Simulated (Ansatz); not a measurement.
Cl$_{2}$ (SMILES ClCl), singlet, at a GFN2-xTB geometry; WB97M-V/aug-cc-pVDZ in Ansatz (a program for electronic structure).

Ansatz was given this input:
Ansatz 0.2 input:
```yaml
crystal:
  periodic: [false, false, false]
  atoms:
    - {symbol: Cl, position_ang: [-0.00000000, -0.00000000, -1.00842595]}
    - {symbol: Cl, position_ang: [0.00000000, 0.00000000, 1.00842595]}
basis:
  gaussian:
    orbitals: aug-cc-pVDZ
hamiltonian:
  xc: {name: wB97M-V}
```

Output, abridged:

```
Functional definition: wB97M-V
532 factors; integrals over basis functions are off by at most 9.6e-4 eV
141 factors; integrals over basis functions are off by at most 3.3e-5 eV
mean field evaluation 1: about -25043.0652 eV, gradient 1.1e1 eV
mean field evaluation 2: about -25043.2939 eV, gradient 6.1e0 eV
mean field evaluation 4: about -25043.3852 eV, gradient 5.1e-1 eV
mean field evaluation 8: about -25043.4273 eV, gradient 2.1e-2 eV
mean field -25043.42730826 eV, -920.3289785337 hartree, gradient 2.7e-5 eV, S^2 0.000000; 0 other end points of the search recorded, 0 dependent functions left out
reference -25043.42736627 eV, -920.3289806655 hartree; 17, 17 occupied and 37, 37 virtual orbitals, 532 factors
Total energy: -25043.42736627 eV, -920.3289806655 hartree
```
